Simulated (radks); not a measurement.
Spherical jellium clusters: N electrons in a uniform positive sphere of charge N and radius rs N^(1/3), rs = 4.83 bohr. Level of theory: non-relativistic Kohn-Sham, LDA (Slater exchange, Perdew-Wang correlation), spin-polarised, spherical densities (a radial shooting solver with Libxc functionals). Levels are named by radial order and angular momentum (1s, 1p, 1d, 2s, ...), and open shells are averaged over m. Each electron was tried in the lowest free levels, single moves between levels near the top were tried too, and the lowest total energy was kept; such a search can miss a lower state. Energies include the self-energy of the background; IP and EA are vertical (highest electron removed, lowest free level filled), at fixed background; spill-out counts the electrons outside the background radius R, and alpha is the static dipole polarisability from linear response (closed shells only). A dash means not computed or, for alpha, an open shell; in EA it means that no bound solution was reached, which is typical of self-interaction and does not show that the anion is unstable. Real open-shell clusters deform, which this model forbids.

N	open shells	2S	E(N+1) + E(N-1) - 2E(N) (eV)	EA (eV)	-e(HOMO) (eV)	spill-out (e)
1	1s(up 1, down 0)	1	-	-	2.665	0.32
2	none	0	0.802	-	2.754	0.47
3	1p(up 1, down 0)	1	-0.515	-	1.980	0.73
4	1p(up 2, down 0)	2	-0.340	-	2.382	0.87
5	1p(up 3, down 0)	3	0.264	-	2.634	0.98
6	1p(up 3, down 1)	2	-0.279	1.192	2.403	1.10
7	1p(up 3, down 2)	1	-0.198	1.427	2.628	1.20
8	none	0	0.853	-	2.787	1.29
9	1d(up 1, down 0)	1	-0.204	-	1.985	1.44
10	1d(up 2, down 0)	2	-0.170	1.106	2.177	1.56
11	1d(up 3, down 0)	3	-0.143	1.272	2.332	1.66
12	1d(up 4, down 0)	4	-0.122	1.412	2.459	1.74
13	1d(up 5, down 0)	5	0.277	1.164	2.565	1.82
14	1d(up 5, down 1)	4	-0.133	1.319	2.307	1.92
15	1d(up 5, down 2)	3	-0.113	1.451	2.429	2.00
16	1d(up 5, down 3)	2	-0.097	1.563	2.532	2.08
17	1d(up 5, down 4)	1	-0.085	1.661	2.620	2.15
18	none	0	0.174	1.520	2.696	2.22
19	2s(up 1, down 0)	1	0.189	1.379	2.519	2.36
20	none	0	0.207	1.184	2.359	2.55
21	1f(up 1, down 0)	1	-0.091	1.285	2.173	2.62
22	1f(up 2, down 0)	2	-	1.376	2.257	2.69

All shells are closed at N = 2, 8, 18, 20 (there: 1s2 1p6 1d10 2s2); the second difference of the energy has clear peaks (12 % above both neighbours; the first and last values, which can be the largest, are not judged, and half-filled shells can peak too) at N = 5, 8, 13.
